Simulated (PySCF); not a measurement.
GeH₂ClBr, SMILES [Cl][GeH2][Br]. Geometry optimised at PBE-D3(BJ)/def2-SVP.

All values below come from PBE-D3(BJ)/def2-SVP (PySCF).

Harmonic wavenumbers (cm⁻¹): 119, 301, 417, 479, 618, 746, 819, 2097, 2120. Rotational constants (GHz): 6.671, 1.369, 1.154; symmetry number 1.

**Question.** Work out the zero-point energy and the ideal-gas rigid-rotor harmonic-oscillator thermochemistry at 298.15 K and 1 atm.

**Answer.** ZPE = ½ Σ hcν = ½ × 7716 cm⁻¹ = 11.03 kcal/mol. H − E(el) = 14.64 kcal/mol. Entropy in cal/(mol K): translation 41.63, rotation 27.81, vibration 7.01, total 76.45. G − E(el) = -8.16 kcal/mol. Cp = 16.66 cal/(mol K). Modes under 150 cm⁻¹ make the vibrational entropy uncertain.
